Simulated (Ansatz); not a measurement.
Correlation energies of `CC1=C(F)[SiH]1F` by basis set

Z-matrix (Å, degrees):
```
C
C 1 1.480
H 1 1.093 2 110.1
H 1 1.093 2 110.6 3 -117.9
H 1 1.092 2 111.9 3 120.7
C 2 1.341 1 138.4 3 -117.4
Si 2 1.809 1 155.1 3 60.4
F 6 1.324 2 133.0 1 -0.2
F 7 1.595 2 122.5 1 -72.4
H 7 1.476 2 126.0 1 74.1
```

Total charge 0; spin multiplicity 1. The structure was optimised at the PBE0-D4/def2-TZVP level. Frozen core, restricted reference, Ansatz 0.2.0. CBS rows extrapolate triple and quadruple zeta; past MP2 they add the triple-zeta difference.

| basis | HF (Eh) | MP2 corr. | CCSD corr. | (T) | CCSD(T) total |
| --- | --- | --- | --- | --- | --- |
| def2-TZVPP | -603.88298 | -1.08691 | ? | ? | ? |
| def2-QZVPP | -603.90629 | ? | – | – | – |
| CBS(def2) | -603.90951 | -1.24063 | ? | as TZ | ? |

(1) Fill in the withheld values. (An estimate is asked.)

## Answers

(1) The calculation gave: def2-TZVPP CCSD corr.: -1.11365; def2-TZVPP (T): -0.04408; def2-TZVPP CCSD(T) total: -605.04071; def2-QZVPP MP2 corr.: -1.17522; CBS(def2) CCSD corr.: -1.26737; CBS(def2) CCSD(T) total: -605.22096.
